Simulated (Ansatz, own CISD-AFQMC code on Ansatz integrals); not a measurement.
C2H8Si, SMILES `C[SiH2]C` (charge 0, multiplicity 1).

Cartesian coordinates (Å):
SMILES: C[SiH2]C
```xyz
11

C     -1.5716     0.1811    -0.2283
Si     0.0858    -0.6736    -0.4403
C      1.4948     0.4216     0.1410
H     -1.6082     1.1085    -0.8040
H     -1.7505     0.4295     0.8201
H     -2.3907    -0.4564    -0.5665
H      0.0923    -1.9428     0.3331
H      0.2854    -1.0212    -1.8715
H      2.4585    -0.0760     0.0174
H      1.3809     0.6752     1.1972
H      1.5232     1.3541    -0.4270
```
Charge 0, multiplicity 1.

Frozen-core energies in cc-pVDZ from Ansatz (a quantum-chemistry and plane-wave program) at a geometry from B3LYP-D3(BJ)/def2-TZVP; the HF reference has <S^2> = 0.00 and the T1 diagnostic is 0.008.

```csv
level,energy (Ha)
HF,-369.33962
MP2,-369.74175
CCSD,-369.79655
```

Q: Estimate the energies of CCSD(T), CCSDT, phaseless AFQMC, CISD trial (own CISD-AFQMC code on Ansatz integrals; ±0.33 mHa) and CCSDT(Q), and give each level's difference from CCSDT(Q).

A: 
| level | energy (Ha) | difference from CCSDT(Q) (mHa) |
|---|---|---|
| MP2 | -369.74175 | 68.17 |
| CCSD | -369.79655 | 13.36 |
| CCSD(T) | -369.80822 | 1.70 |
| CCSDT | -369.80933 | 0.59 |
| phaseless AFQMC, CISD trial (own CISD-AFQMC code on Ansatz integrals; ±0.33 mHa) | -369.81015 | -0.24 |
| CCSDT(Q) | -369.80992 | 0.00 |
